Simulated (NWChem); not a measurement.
System: C₂H₁₀OSi₂; SMILES C[SiH](C)[SiH2]O

NWChem input:

```
start job
memory heap 200 mb stack 900 mb global 1100 mb
geometry units angstroms noautosym nocenter noautoz
  C      1.318283     2.084250    -0.112646
  Si    -0.015146     0.844436     0.385655
  C     -1.699840     1.321366    -0.318677
  Si     0.525459    -1.341023    -0.302354
  O     -0.661440    -2.422370     0.191621
  H      1.433117     2.120199    -1.207400
  H      1.055734     3.096445     0.233864
  H      2.293706     1.819370     0.323523
  H     -0.117783     0.816736     1.886242
  H     -1.659978     1.387618    -1.417340
  H     -2.458039     0.567828    -0.055071
  H     -2.033364     2.295755     0.071720
  H      1.880489    -1.738975     0.212014
  H      0.561102    -1.448367    -1.791844
  H     -0.853798    -2.422420     1.133746
end
basis spherical
  * library sto-3g
end
dft
  xc b3lyp
  iterations 150
end
property
  response 1 0.0773
end
task dft property
```

NWChem printed, in part:

```
             Northwest Computational Chemistry Package (NWChem) 7.3.0
             --------------------------------------------------------

                             Geometry "geometry" -> ""
                             -------------------------

 Output coordinates in angstroms (scale by  1.889725989 to convert to a.u.)

  No.       Tag          Charge          X              Y              Z
 ---- ---------------- ---------- -------------- -------------- --------------
    1 C                    6.0000     1.31828300     2.08425000    -0.11264600
    2 Si                  14.0000    -0.01514600     0.84443600     0.38565500
    3 C                    6.0000    -1.69984000     1.32136600    -0.31867700
    4 Si                  14.0000     0.52545900    -1.34102300    -0.30235400
    5 O                    8.0000    -0.66144000    -2.42237000     0.19162100
    6 H                    1.0000     1.43311700     2.12019900    -1.20740000
    7 H                    1.0000     1.05573400     3.09644500     0.23386400
    8 H                    1.0000     2.29370600     1.81937000     0.32352300
    9 H                    1.0000    -0.11778300     0.81673600     1.88624200
   10 H                    1.0000    -1.65997800     1.38761800    -1.41734000
   11 H                    1.0000    -2.45803900     0.56782800    -0.05507100
   12 H                    1.0000    -2.03336400     2.29575500     0.07172000
   13 H                    1.0000     1.88048900    -1.73897500     0.21201400
   14 H                    1.0000     0.56110200    -1.44836700    -1.79184400
   15 H                    1.0000    -0.85379800    -2.42242000     1.13374600

 Effective nuclear repulsion energy (a.u.)     294.5543986191

                              NWChem Property Module
                              ----------------------

                                 NWChem DFT Module
                                 -----------------

 Summary of "ao basis" -> "ao basis" (spherical)
 ------------------------------------------------------------------------------
       Tag                 Description            Shells   Functions and Types
 ---------------- ------------------------------  ------  ---------------------
 C                           sto-3g                  3        5   2s1p
 Si                          sto-3g                  5        9   3s2p
 O                           sto-3g                  3        5   2s1p
 H                           sto-3g                  1        1   1s

            General Information
            -------------------
          SCF calculation type: DFT
          Wavefunction type:  closed shell.
          No. of atoms     :    15
          No. of electrons :    58
           Alpha electrons :    29
            Beta electrons :    29
          Charge           :     0
          Spin multiplicity:     1
          Use of symmetry is: off; symmetry adaption is: off
          Maximum number of iterations: 150
          AO basis - number of functions:    43
                     number of shells:    29
          Convergence on energy requested:  1.00D-06
          Convergence on density requested:  1.00D-05
          Convergence on gradient requested:  5.00D-04

              XC Information
              --------------
                         B3LYP Method XC Potential
                     Hartree-Fock (Exact) Exchange  0.200
                        Slater Exchange Functional  0.800 local
                    Becke 1988 Exchange Functional  0.720 non-local
              Lee-Yang-Parr Correlation Functional  0.810
                  VWN I RPA Correlation Functional  0.190 local

             Grid Information
             ----------------
          Grid used for XC integration:  medium
          Radial quadrature: Mura-Knowles
          Angular quadrature: Lebedev.
          Tag              B.-S. Rad. Rad. Pts. Rad. Cut. Ang. Pts.
          ---              ---------- --------- --------- ---------
          C                   0.70       49          12.0       434
          Si                  1.10       88          11.0       590
          O                   0.60       49          12.0       434
          H                   0.35       45          12.0       434
          Grid pruning is: on
          Number of quadrature shells:   773
          Spatial weights used:  Erf1

      Superposition of Atomic Density Guess
      -------------------------------------

 Sum of atomic energies:        -723.70201484

      Non-variational initial energy
      ------------------------------

 Total energy =    -723.831270
 1-e energy   =   -1597.558171
 2-e energy   =     579.172502
 HOMO         =      -0.092702
 LUMO         =       0.375566

   convergence    iter        energy       DeltaE   RMS-Dens  Diis-err
 ---------------- ----- ----------------- --------- --------- ---------
 d= 0,ls=0.0,diis     1   -727.6872181422 -1.02D+03  3.95D-02  5.27D-01
 d= 0,ls=0.0,diis     2   -727.6539541851  3.33D-02  2.48D-02  7.77D-01
 d= 0,ls=0.0,diis     3   -727.7772054905 -1.23D-01  2.80D-03  6.25D-03
 d= 0,ls=0.0,diis     4   -727.7783247194 -1.12D-03  7.17D-04  4.84D-04
 d= 0,ls=0.0,diis     5   -727.7784216265 -9.69D-05  1.23D-04  1.70D-05
  Resetting Diis
 d= 0,ls=0.0,diis     6   -727.7784240511 -2.42D-06  3.82D-05  2.34D-06
 d= 0,ls=0.0,diis     7   -727.7784244433 -3.92D-07  5.27D-06  9.09D-09

         Total DFT energy =     -727.778424443324
      One electron energy =    -1594.671499446613
           Coulomb energy =      637.614439977666
    Exchange-Corr. energy =      -65.275763593467
 Nuclear repulsion energy =      294.554398619090

 Numeric. integr. density =       57.999989590262

                       DFT Final Molecular Orbital Analysis
                       ------------------------------------

 Vector   27  Occ=2.000000D+00  E=-2.412659D-01
              MO Center= -1.2D-01, -5.9D-01,  5.7D-02, r^2= 4.4D+00
   Bfn.  Coefficient  Atom+Function         Bfn.  Coefficient  Atom+Function
  ----- ------------  ---------------      ----- ------------  ---------------
    32      0.396927   5 O  py               27      0.307523   4 Si py
    17     -0.278315   3 C  px               26     -0.265019   4 Si px
    41     -0.244821  13 H  s                12      0.228363   2 Si px
    13     -0.223229   2 Si py               25      0.197090   4 Si s
    30     -0.183211   5 O  s                37     -0.182397   9 H  s

 Vector   28  Occ=2.000000D+00  E=-1.763382D-01
              MO Center= -3.9D-01, -1.9D+00,  3.3D-02, r^2= 2.5D+00
   Bfn.  Coefficient  Atom+Function         Bfn.  Coefficient  Atom+Function
  ----- ------------  ---------------      ----- ------------  ---------------
    31      0.579510   5 O  px               33      0.399579   5 O  pz
    30     -0.381935   5 O  s                27     -0.276659   4 Si py
    32      0.276919   5 O  py               13      0.213987   2 Si py
    42      0.210239  14 H  s                41     -0.187328  13 H  s
    43      0.166949  15 H  s                26     -0.111101   4 Si px

 Vector   29  Occ=2.000000D+00  E=-1.316430D-01
              MO Center= -3.5D-01, -1.9D+00,  1.9D-01, r^2= 2.5D+00
   Bfn.  Coefficient  Atom+Function         Bfn.  Coefficient  Atom+Function
  ----- ------------  ---------------      ----- ------------  ---------------
    32      0.695930   5 O  py               31     -0.531548   5 O  px
    13      0.276588   2 Si py               41      0.268754  13 H  s
    11     -0.158539   2 Si s                27     -0.113080   4 Si py
     9     -0.103477   2 Si py               14      0.100374   2 Si pz
     4     -0.091048   1 C  py               37      0.089471   9 H  s

 Vector   30  Occ=0.000000D+00  E= 2.177562D-01
              MO Center=  2.7D-01, -3.3D-01,  3.2D-02, r^2= 3.0D+00
   Bfn.  Coefficient  Atom+Function         Bfn.  Coefficient  Atom+Function
  ----- ------------  ---------------      ----- ------------  ---------------
    25      0.886285   4 Si s                11     -0.755716   2 Si s
    13      0.485855   2 Si py               27      0.399208   4 Si py
    41     -0.358489  13 H  s                32     -0.314493   5 O  py
    14      0.286637   2 Si pz               42     -0.257315  14 H  s
    28      0.246824   4 Si pz               30     -0.232635   5 O  s

 Vector   31  Occ=0.000000D+00  E= 2.579668D-01
              MO Center=  5.5D-02, -9.8D-01,  1.4D-01, r^2= 3.4D+00
   Bfn.  Coefficient  Atom+Function         Bfn.  Coefficient  Atom+Function
  ----- ------------  ---------------      ----- ------------  ---------------
    27      0.663816   4 Si py               30      0.584353   5 O  s
    26      0.501850   4 Si px               43     -0.391788  15 H  s
    13      0.373647   2 Si py               12      0.342180   2 Si px
    31      0.313362   5 O  px               32      0.303571   5 O  py
    37      0.284398   9 H  s                 2     -0.253232   1 C  s

 Vector   32  Occ=0.000000D+00  E= 2.882758D-01
              MO Center=  1.1D-01, -4.2D-02, -2.3D-02, r^2= 4.1D+00
   Bfn.  Coefficient  Atom+Function         Bfn.  Coefficient  Atom+Function
  ----- ------------  ---------------      ----- ------------  ---------------
    14      0.630113   2 Si pz               28      0.567842   4 Si pz
    42      0.547960  14 H  s                37     -0.484793   9 H  s
    16      0.404339   3 C  s                12      0.390970   2 Si px
    41     -0.335357  13 H  s                26      0.322456   4 Si px
    17      0.310945   3 C  px               13     -0.237221   2 Si py

     Multipole analysis of the density
     ---------------------------------

     L   x y z        total         alpha         beta         nuclear
     -   - - -        -----         -----         ----         -------
     0   0 0 0     -0.000000    -29.000000    -29.000000     58.000000

     1   1 0 0      0.099765      0.366689      0.366689     -0.633614
     1   0 1 0      0.261903     -0.432855     -0.432855      1.127613
     1   0 0 1      0.353534      0.648539      0.648539     -0.943544

     2   2 0 0    -33.522816   -125.836259   -125.836259    218.149703
     2   1 1 0     -0.570212    -10.615400    -10.615400     20.660587
     2   1 0 1     -0.771357      1.679739      1.679739     -4.130834
     2   0 2 0    -35.081338   -294.676971   -294.676971    554.272604
     2   0 1 1     -2.135277     -2.009141     -2.009141      1.883005
     2   0 0 2    -31.750200    -44.576510    -44.576510     57.402820

 *** CALLING NEW AORESP DRIVER FOR CLOSED AND OPEN SHELLS ***
 Entering AOResponse driver routine

--------------------------------------------------------------------------------

          -----------------------------------------------
          Solving response equations for perturbing field
          -----------------------------------------------

 number of frequencies:     1
 frequency in a.u.:  0.7730000E-01
 Perturbing field: electric
 Using El. Dipole Length Gauge

 Setting up CPKS with frequency omega =      0.07730000 a.u.

                            NWChem Dynamic CPHF Module
                            --------------------------

    scftype = RHF
    nclosed =   29
      nopen =    0
  variables =      812
  num. vecs =        3
  tolerance =   1.0D-04
  max. iter =   50

 SCF residual:    1.1029680453906294E-004

Iterative solution of linear equations
  No. of variables      812
  No. of equations        3
  Maximum subspace       30
       Convergence  1.0D-04

   iter   nsub   residual    time
   ----  ------  --------  ---------
     1      3    2.10D+00      13.0
     2      6    7.64D-01      17.1
     3      9    6.74D-02      21.2
     4     12    2.09D-02      25.5
     5     15    2.39D-03      28.9
     6     18    2.80D-04      31.6
     7     21    2.54D-05      34.2

 Electric Dipole Response Matrix (nonzero elements):

              1        2        3
    1   38.3184   0.1941  -1.8415
    2    0.1941  46.8924   0.1432
    3   -1.8415   0.1432  35.3898

 ------------------------------------------
 average:        40.20019 + I       0.00000

 DFT Linear Response polarizability / au
 Frequency  =       0.0773000 / au
 Wavelength =     589.4353558 / nm
              X              Y              Z
 -----------------------------------------------
 X      38.3183594      0.1940781     -1.8414654
 Y       0.1940607     46.8923706      0.1431640
 Z      -1.8414738      0.1431729     35.3898427
 -----------------------------------------------
 Eigenvalues =      39.2051222     46.8976881     34.4977624
 Isotropic   =      40.2001909
 Anisotropic =      10.8418856
 -----------------------------------------------

 Magnetic Dipole Response Matrix (nonzero elements):
```

Level: B3LYP/STO-3G. STO-3G and 3-21G are far too small for this property and stand as cheap habits. Structure relaxed at the PBE0/def2-SVP level. B3LYP is NWChem's, with the RPA form of VWN correlation.
